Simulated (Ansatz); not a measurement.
Reaction (formal exchange of groups at a Ge–O bond): `[OH][GeH2][OH]` + `CC=N` → `C[C](=N)[GeH2][OH]` + H₂O

Program: Ansatz. Geometries: PBE0-D4/def2-TZVP. ΔE: electronic, gas phase. CCSD(T)/CBS is the MP2 limit (def2-TZVPP, def2-QZVPP) plus CCSD(T) − MP2 in def2-TZVPP, frozen cores. This one scheme is used for every species. Functionals use def2-TZVPP. For Ge outer-core shells are correlated without core-valence functions, which leaves a few kJ/mol of doubt a bond. Scalar relativity is left out up to krypton. One conformer a species, not always the lowest.

CCSD(T)/CBS gives +0.46 eV.

(1) Another level gave +0.50 eV. Which?
A. B2PLYP/def2-TZVPP
B. MP2/def2-TZVPP
C. PBE-D4/def2-TZVPP
D. HF/def2-TZVPP

Largest T1 diagnostic among the species: 0.012.

## Answers

(1) B. MP2/def2-TZVPP 0.50, HF/def2-TZVPP 0.78, B2PLYP 0.58, PBE-D4 0.42 eV.

The D4 term adds −0.10 eV with B3LYP and −0.05 eV with PBE0; it sums over pairs of atoms, weighted by their polarisabilities, and B3LYP, whose exchange is more repulsive, gets the larger term. In def2-TZVPP, CCSD(T) changes the Hartree–Fock value by −0.28 eV (the triples alone add −0.04 eV) and MP2 by −0.29 eV.

B3LYP here is the variant with VWN-RPA as its local correlation; programs differ in this.
